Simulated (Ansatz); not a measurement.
C$_{4}$H$_{11}$O$_{2}$ (SMILES COCC[OH+]C), charge +1, singlet, at a GFN2-xTB geometry; Ansatz (a quantum-chemistry and plane-wave program) with CAM-B3LYP/STO-3G.

Ansatz was given this input:
Ansatz 0.2 input:
```yaml
crystal:
  periodic: [false, false, false]
  atoms:
    - {symbol: C, position_ang: [-2.15155968, -1.05435310, -0.18700047]}
    - {symbol: O, position_ang: [-1.03706568, -0.60282853, 0.56491278]}
    - {symbol: C, position_ang: [-0.74096859, 0.75977972, 0.44396047]}
    - {symbol: C, position_ang: [0.32326333, 1.03534935, -0.63017207]}
    - {symbol: O, position_ang: [1.64623900, 0.69231972, -0.08650531]}
    - {symbol: C, position_ang: [1.87356508, -0.73366169, 0.08883428]}
    - {symbol: H, position_ang: [-3.06051875, -0.52494889, 0.10758144]}
    - {symbol: H, position_ang: [-2.25908821, -2.11062448, 0.04540578]}
    - {symbol: H, position_ang: [-1.99283928, -0.93152040, -1.26253072]}
    - {symbol: H, position_ang: [-0.35610810, 1.09864137, 1.41167953]}
    - {symbol: H, position_ang: [-1.63596451, 1.34445172, 0.20391310]}
    - {symbol: H, position_ang: [0.35300515, 2.09951916, -0.86576621]}
    - {symbol: H, position_ang: [0.13060297, 0.44812033, -1.53217384]}
    - {symbol: H, position_ang: [2.34477065, 1.05032971, -0.67154185]}
    - {symbol: H, position_ang: [2.80548219, -0.85117473, 0.63889335]}
    - {symbol: H, position_ang: [1.04210989, -1.13125798, 0.67311258]}
    - {symbol: H, position_ang: [1.92936068, -1.25015116, -0.86956641]}
basis:
  gaussian:
    orbitals: STO-3G
hamiltonian:
  xc: cam_b3lyp
total_charge: 1
accuracy: high
```

Write the output that Ansatz gives for this input, abridged.


```
Functional definition: CAM-B3LYP
926 factors; integrals over basis functions are off by at most 4.9e-9 eV
352 factors; integrals over basis functions are off by at most 1.0e-9 eV
mean field evaluation 1: about -8300.5780 eV, gradient 2.3e1 eV
mean field evaluation 2: about -8301.6198 eV, gradient 1.7e1 eV
mean field evaluation 4: about -8302.4274 eV, gradient 4.8e-1 eV
mean field evaluation 8: about -8302.3653 eV, gradient 6.2e-3 eV
mean field evaluation 16: about -8302.3653 eV, gradient 8.8e-7 eV
mean field -8302.36526742 eV, -305.1062960323 hartree, gradient 8.2e-8 eV, S^2 0.000000; 0 other end points of the search recorded, 0 dependent functions left out
reference -8302.36528805 eV, -305.1062967905 hartree; 25, 25 occupied and 16, 16 virtual orbitals, 926 factors
Total energy: -8302.36528805 eV, -305.1062967905 hartree
```
